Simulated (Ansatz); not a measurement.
Cost and result for the atomization energy of B₂H₄OSi, SMILES `B[SiH]1BO1` (8 atoms, 8 bonds).

```xyz
8

B    -0.612    0.813   -1.314
Si    0.607   -0.201   -0.177
B    -0.025   -0.897    1.515
O     0.629    0.253    1.538
H    -0.691    0.576   -2.483
H    -1.378    1.589   -0.827
H     1.982   -0.550   -0.607
H    -0.514   -1.583    2.354
```

Total charge 0; spin multiplicity 1. All single points use the PBE0-D4/def2-TZVP geometry. Program: Ansatz. All runs use 2 threads of an Arm Neoverse V1 on a shared host. Times are those of one run each, without the atoms' runs, and a repeat can differ threefold. Electronic energies, without spin–orbit coupling; frozen cores. CCSD(T)/CBS adds CCSD(T) − MP2 in def2-TZVPP to the MP2 limit, and its time is that of the two runs behind it. T1 = 0.021. B3LYP takes the VWN-RPA correlation (the form of Gaussian; ORCA's B3LYP/G).

CCSD(T)/CBS is a level of theory with its own doubt, some kJ/mol a heavy atom from the limit and from the frozen cores, so smaller differences don't rank the functionals.

```csv
level,functions,wall time,atomization (kcal/mol),difference from CCSD(T)/CBS,per bond
LDA (SPW92)/def2-TZVPP,191,1.3 s,768.5,99.4,12.4
revPBE-D4/def2-TZVPP,191,2.1 s,670.4,1.3,0.2
CCSD(T)/def2-SVP,80,2.2 s,633.0,-36.1,-4.5
PBE-D4/def2-TZVPP (with forces),191,2.7 s,687.3,18.2,2.3
PBE0-D4/def2-TZVPP,191,2.8 s,674.1,5.0,0.6
B3LYP-D4/def2-TZVPP (with forces),191,3.8 s,675.2,6.1,0.8
r2SCAN-D4/def2-TZVPP (with forces),191,4.6 s,682.5,13.4,1.7
r2SCANh-D4/def2-TZVPP,191,4.9 s,676.9,7.8,1.0
B97M-V/def2-TZVPP,191,10 s,682.2,13.1,1.6
ωB97M-V/def2-TZVPP (with forces),191,12 s,676.2,7.1,0.9
MP2/def2-QZVPP,361,17 s,676.1,7.0,0.9
CCSD(T)/def2-TZVPP,191,48 s,652.2,-16.9,-2.1
CCSD(T)/CBS(def2),–,64 s,669.1,0.0,0.0
```

In def2-TZVPP, CCSD(T) changes the Hartree–Fock value by +150.2 kcal/mol (the triples alone add +10.9 kcal/mol) and MP2 by +163.9 kcal/mol; breaking electron pairs costs correlation energy, which Hartree–Fock lacks. At CCSD(T), def2-SVP lies −36.2 kcal/mol from the extrapolated value and def2-TZVPP −16.9 kcal/mol: correlation converges slowly with the basis, and small sets miss more of it in the bonded molecule than in its fragments. From PBE to PBE0 (25 % exact exchange), in def2-TZVPP and without D4, the atomization energy moves by −12.7 kcal/mol: exact exchange takes away binding that semilocal exchange gives to molecules.
